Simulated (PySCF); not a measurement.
Delta-SCF ions had no search for a lower state. Excitations are Tamm–Dancoff values on a coarser integration grid. The basis has no diffuse functions, so Rydberg states are missing or too high.

# HBO, SMILES `B=O` (charge 0, multiplicity 1)

Level of theory: PySCF with PBE-D3(BJ)/def2-TZVP // PBE0-D4/def2-TZVP.

| Item | Value |
|---|---|
| HOMO | -8.92 eV |
| dipole moment | 2.54 D |
| LUMO | -0.97 eV |
| HOMO–LUMO gap | 7.94 eV |
| S1 excitation (TDA) | 7.94 eV |
| S1 oscillator strength | 0.000 |
| T1 excitation (TDA) | 6.71 eV |
| S1–T1 gap (TDA) | 1.23 eV |
| vertical ionisation energy (Delta-SCF) | 13.78 eV |
| total energy | -2738.26 eV |
| cost | around 12 core-seconds (rough) |

Bonded distances (Å): B1–O2 1.198, B1–H3 1.173. Angles (°): O2–B1–H3 180.0.
